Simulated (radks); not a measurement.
Values are calculated unless marked as measured or tabulated.
Species: the vanadium ion V19+. Configuration: [He] 2s2. Code: a radial shooting solver on a logarithmic mesh with Libxc functionals. Model: scalar-relativistic Kohn-Sham, r2SCAN, spin-polarised, spherical densities, finite nucleus; meta-GGA in the generalised Kohn-Sham scheme; Fermi nuclear charge, rms radius 3.6002 fm.

Normalised radial functions P(r) = r R(r), r in bohr:

```
   r/bohr * 1s, o 2s (the largest magnitude, 3.5, reaches the edge; | marks zero, & curves that meet)
 0.006275                             |  o     *
 0.006908                             |  o      *
 0.007604                             |   o      *
  0.00837                             |   o       *
 0.009213                             |   o        *
  0.01014                             |    o        *
  0.01116                             |    o         *
  0.01229                             |    o          *
  0.01353                             |     o          *
  0.01489                             |     o           *
  0.01639                             |     o            *
  0.01804                             |      o            *
  0.01986                             |      o             *
  0.02186                             |      o              *
  0.02406                             |      o               *
  0.02649                             |       o               *
  0.02916                             |       o                *
  0.03209                             |       o                 *
  0.03533                             |       o                 *
  0.03889                             |       o                  *
   0.0428                             |      o                   *
   0.0475                             |      o                   *
  0.05228                             |     o                    *
  0.05755                             |     o                   *
  0.06335                             |    o                   *
  0.06973                             |   o                   *
  0.07676                             | o                   *
  0.08449                             |o                   *
    0.093                            o|                  *
   0.1024                          o  |                *
   0.1127                        o    |             *
    0.124                      o      |           *
   0.1365                    o        |         *
   0.1503                  o          |       *
   0.1654                 o           |     *
   0.1821               o             |    *
   0.2005              o              |   *
   0.2207              o              |  *
   0.2429             o               | *
   0.2674              o              |*
   0.2943               o             |*
    0.324                o            *
   0.3566                 o           *
   0.3925                   o         *
   0.4321                     o       *
   0.4756                       o     *
   0.5236                        o    *
   0.5763                          o  *
   0.6344                           o *
   0.6983                            o*
   0.7686                            o*
   0.8461                             &
   0.9314                             &
```

1s: eigenvalue -6488.6 eV, 0 radial nodes, <r> = 0.0659 bohr, 90 % of the charge inside 0.117 bohr. 2s: eigenvalue -1451.8 eV, 1 radial node at r = 0.0883 bohr, <r> = 0.277 bohr, 90 % of the charge inside 0.423 bohr.
